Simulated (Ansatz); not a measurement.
Reaction (ligand exchange at the Si–C bond): `NC[SiH2]F` + `N[SiH2][SiH3]` → `F[SiH2]N[SiH2][SiH3]` + CH₃NH₂

Calculated with Ansatz (gas phase, PBE0-D4/def2-TZVP geometries, no zero-point term in ΔE). CCSD(T)/CBS is the MP2 limit (def2-TZVPP, def2-QZVPP) plus CCSD(T) − MP2 in def2-TZVPP, frozen cores. This one scheme is used for every species. Functionals use def2-TZVPP. Each species was taken in one conformer, which may not be the lowest.

`NC[SiH2]F`:

Z-matrix (Å, degrees):
```
C
Si 1 1.870
N 1 1.462 2 105.0
H 1 1.099 2 112.8 3 126.6
H 1 1.094 2 107.8 3 -115.9
F 2 1.606 1 110.6 3 -170.3
H 2 1.482 1 110.9 3 70.1
H 2 1.487 1 109.6 3 -51.9
H 3 1.011 1 111.1 2 73.7
H 3 1.011 1 111.9 2 -166.2
```

`N[SiH2][SiH3]`:

Cartesian coordinates in Å:
```
N -1.631 0.324 0.660
Si -0.075 0.864 0.151
Si 1.196 -1.001 -0.472
H -2.159 -0.300 0.071
H -2.246 0.962 1.141
H 0.552 1.567 1.304
H -0.067 1.833 -0.990
H 0.466 -1.797 -1.499
H 1.470 -1.886 0.692
H 2.494 -0.567 -1.060
```

`F[SiH2]N[SiH2][SiH3]`:

Z-matrix (Å, degrees):
```
Si
N 1 1.706
F 1 1.602 2 112.5
H 1 1.478 2 108.9 3 -117.7
H 1 1.480 2 109.2 3 117.5
Si 2 1.740 1 127.7 3 84.7
H 2 1.011 1 115.7 3 -86.3
Si 6 2.344 2 111.8 1 -113.6
H 6 1.491 2 110.7 1 124.5
H 6 1.487 2 106.1 1 6.9
H 8 1.489 6 110.7 2 -175.4
H 8 1.487 6 110.6 2 63.6
H 8 1.490 6 109.6 2 -55.9
```

CH₃NH₂:

Z-matrix (Å, degrees):
```
C
N 1 1.453
H 1 1.092 2 109.4
H 1 1.100 2 115.4 3 -121.6
H 1 1.092 2 109.4 3 116.8
H 2 1.012 1 110.6 3 62.6
H 2 1.012 1 110.6 3 -179.3
```

(1) Is it downhill or uphill in electronic energy at CCSD(T)/CBS, and by how much? (Best estimate.)

(2) What do these levels give: r2SCAN-D4, HF/def2-TZVPP, MP2/def2-TZVPP, CCSD/def2-TZVPP, HF/def2-QZVPP, MP2/CBS(def2)? (Estimate.)

Largest T1 diagnostic among the species: 0.012.

Answers

(1) The calculation gave: Downhill: ΔE = -21.3 kcal/mol.

(2) The calculation gave: r2SCAN-D4 -20.8, HF/def2-TZVPP -22.8, MP2/def2-TZVPP -21.8, CCSD/def2-TZVPP -21.5, HF/def2-QZVPP -23.1, MP2/CBS(def2) -21.7 kcal/mol.

From PBE to PBE0 (25 % exact exchange), in def2-TZVPP and without D4, ΔE moves by −0.8 kcal/mol. The D4 term adds −0.7 kcal/mol with B3LYP and −0.5 kcal/mol with PBE0; it sums over pairs of atoms, weighted by their polarisabilities, and B3LYP, whose exchange is more repulsive, gets the larger term.

B3LYP here is the variant with VWN-RPA as its local correlation; programs differ in this.
